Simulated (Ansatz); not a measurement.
The cluster H₃Au₃ (the lowest singlet isomer of a short search). Total charge 0; singlet. Geometry PBE-D4/def2-TZVP, basis def2-TZVP, Ansatz.

```csv
atom,x (Å),y (Å),z (Å)
Au1,-0.227,-1.249,-0.890
Au2,0.946,1.131,-0.477
Au3,-0.720,0.118,1.368
H4,-1.094,-2.546,-0.720
H5,-0.718,1.215,2.490
H6,1.812,1.331,-1.771
```

```csv
run,HOMO (eV),LUMO (eV)
A,-7.20,-4.06
B,-6.97,-3.84
C,-7.96,-3.22
D,-8.83,-2.51
E,-7.03,-3.75
F,-9.99,-1.64
```

In the def2 sets Au takes a core potential; there is no spin–orbit coupling. The structure comes from a short search, and lower isomers may exist.

The runs used B97M-V, BHLYP, LDA (SPW92), PBE, PBE0, ωB97M-V. Estimate which is which.

A LDA (SPW92) (0 % exact exchange); B PBE (0 % exact exchange); C PBE0 (25 % exact exchange); D BHLYP (50 % exact exchange); E B97M-V (0 % exact exchange); F ωB97M-V (range-separated). Exact exchange lowers occupied and raises empty levels; among semilocal functionals meta-GGAs tend to open the gap a little, and such runs are hard to tell apart. The gap grows from 3.13 eV (PBE) to 8.35 eV (ωB97M-V).
